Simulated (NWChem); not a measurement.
System: C₂H₄FNOSi; SMILES O=C=N[SiH2]CF

NWChem input:

```
start job
memory heap 200 mb stack 900 mb global 1100 mb
geometry units angstroms
  O     -0.594118     3.116210    -0.078559
  C     -0.127460     2.047648    -0.024579
  N      0.359141     0.954929     0.023945
  Si     0.972013    -0.645786     0.161318
  C     -0.306855    -1.881566    -0.487990
  F     -1.435134    -1.863855     0.302876
  H      2.211354    -0.764657    -0.660596
  H      1.265482    -0.925995     1.593477
  H     -0.587178    -1.644347    -1.530272
  H      0.122930    -2.900833    -0.490672
end
basis spherical
  * library 3-21g
end
dft
  xc hfexch
  iterations 150
end
driver
  maxiter 120
end
task dft optimize
task dft freq
```

The level has its own optimisation; frequencies are unscaled.

Question: What results follow from this input? (Hartree-Fock/3-21G.) Quantities: r C–O (Å); r C–N (Å); r N–Si (Å); r C–Si (Å); highest harmonic frequency (cm⁻¹); lowest (cm⁻¹); zero-point energy (kcal/mol); dipole (D).

Answer: 
- r C–O (Å) = 1.171
- r C–N (Å) = 1.176
- r N–Si (Å) = 1.726
- r C–Si (Å) = 1.918
- highest harmonic frequency (cm⁻¹) = 3278
- lowest (cm⁻¹) = 58
- zero-point energy (kcal/mol) = 41.1
- dipole (D) = 3.90
